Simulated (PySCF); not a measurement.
Al(H)(Me)(SH) (CH₅AlS), SMILES [AlH]([SH])[CH3]. Atoms are numbered in the order given.

```xyz
8

Al    -0.5739     0.1736    -0.5207
H     -1.7890    -0.3961    -1.3576
C      0.0329     2.0228    -0.5415
H      1.0817     2.0922    -0.8477
H     -0.0298     2.4696     0.4561
H     -0.5532     2.6466    -1.2209
S      0.4510    -1.2998     0.7360
H      1.3381    -0.4082     1.2129
```
Charge 0, spin multiplicity 1.

The structure is a stationary point at r2SCAN-D4/def2-TZVP. A frequency run showed that this geometry is not a minimum. The values are those of a single conformer.

All values below come from r2SCAN-D4/def2-TZVP run with PySCF.

Frequencies are harmonic and unscaled.

Computed normal modes with their intensities:
```csv
mode,ν (cm⁻¹),IR (km/mol),moving atoms (share of kinetic energy)
1,37i,0.3,H 96 %
2,156,7.4,"C 28 %, H 28 %, Al 26 %, S 19 %"
3,269,36.8,"H 84 %, Al 9 %"
4,431,21.1,H 94 %
5,468,25.5,"S 47 %, Al 38 %, C 8 %"
6,523,41.7,H 96 %
7,636,7.2,"H 41 %, C 37 %, Al 21 %"
8,659,69.9,"H 76 %, C 16 %, Al 8 %"
9,697,20.5,"H 68 %, C 15 %, Al 14 %"
10,755,250.9,"H 71 %, Al 16 %, C 11 %"
11,1215,20.5,"H 81 %, C 19 %"
12,1443,0.7,H 96 %
13,1445,3.5,H 95 %
14,1938,197.8,H 96 %
15,2684,0.6,H 97 %
16,3022,3.5,H 97 %
17,3095,6.1,"H 91 %, C 9 %"
18,3114,9.8,"H 91 %, C 9 %"
```
